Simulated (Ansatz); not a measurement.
Consider the formal exchange of groups at a C–O bond: `C[SiH2]OC(F)F` + `C=CF` → `C=C(F)C(F)F` + `C[SiH2]O`.

Calculated with Ansatz (gas phase, PBE0-D4/def2-TZVP geometries, no zero-point term in ΔE). CCSD(T)/CBS adds triple-zeta CCSD(T) − MP2 to the extrapolated MP2 energy (def2 sets, frozen cores). This one scheme is used for every species. DFT in def2-TZVPP. B3LYP here is the variant with VWN-RPA as its local correlation; programs differ in this. One conformer a species, not always the lowest.

```json
{"level": "PBE-D4", "ΔE (kJ/mol)": "6.0", "difference from CCSD(T)/CBS": "2.1"}
{"level": "r2SCAN-D4", "ΔE (kJ/mol)": "8.3", "difference from CCSD(T)/CBS": "4.4"}
{"level": "PBE0-D4", "ΔE (kJ/mol)": "7.0", "difference from CCSD(T)/CBS": "3.1"}
{"level": "B3LYP-D4", "ΔE (kJ/mol)": "9.1", "difference from CCSD(T)/CBS": "5.2"}
{"level": "ωB97X-V", "ΔE (kJ/mol)": "9.5", "difference from CCSD(T)/CBS": "5.6"}
{"level": "ωB97M-V", "ΔE (kJ/mol)": "8.0", "difference from CCSD(T)/CBS": "4.1"}
{"level": "B2PLYP", "ΔE (kJ/mol)": "7.2", "difference from CCSD(T)/CBS": "3.3"}
{"level": "PBE", "ΔE (kJ/mol)": "5.1", "difference from CCSD(T)/CBS": "1.2"}
{"level": "r2SCAN", "ΔE (kJ/mol)": "7.9", "difference from CCSD(T)/CBS": "4.0"}
{"level": "PBE0", "ΔE (kJ/mol)": "6.2", "difference from CCSD(T)/CBS": "2.3"}
{"level": "B3LYP", "ΔE (kJ/mol)": "7.9", "difference from CCSD(T)/CBS": "4.0"}
{"level": "HF/def2-TZVPP", "ΔE (kJ/mol)": "17.0", "difference from CCSD(T)/CBS": "13.1"}
{"level": "MP2/def2-TZVPP", "ΔE (kJ/mol)": "4.0", "difference from CCSD(T)/CBS": "0.1"}
{"level": "SCS-MP2/def2-TZVPP", "ΔE (kJ/mol)": "5.5", "difference from CCSD(T)/CBS": "1.6"}
{"level": "CCSD/def2-TZVPP", "ΔE (kJ/mol)": "7.0", "difference from CCSD(T)/CBS": "3.1"}
{"level": "CCSD(T)/def2-TZVPP", "ΔE (kJ/mol)": "6.4", "difference from CCSD(T)/CBS": "2.5"}
{"level": "HF/def2-QZVPP", "ΔE (kJ/mol)": "17.2", "difference from CCSD(T)/CBS": "13.3"}
{"level": "MP2/def2-QZVPP", "ΔE (kJ/mol)": "2.6", "difference from CCSD(T)/CBS": "-1.3"}
{"level": "SCS-MP2/def2-QZVPP", "ΔE (kJ/mol)": "4.0", "difference from CCSD(T)/CBS": "0.1"}
{"level": "HF/CBS(def2)", "ΔE (kJ/mol)": "17.2", "difference from CCSD(T)/CBS": "13.3"}
{"level": "MP2/CBS(def2)", "ΔE (kJ/mol)": "1.5", "difference from CCSD(T)/CBS": "-2.4"}
{"level": "CCSD/CBS(def2)", "ΔE (kJ/mol)": "4.4", "difference from CCSD(T)/CBS": "0.5"}
{"level": "CCSD(T)/CBS", "ΔE (kJ/mol)": "3.9", "difference from CCSD(T)/CBS": "0"}
```

Largest T1 diagnostic among the species: 0.012.

In def2-TZVPP, CCSD(T) changes the Hartree–Fock value by −10.5 kJ/mol (the triples alone add −0.5 kJ/mol) and MP2 by −12.9 kJ/mol.
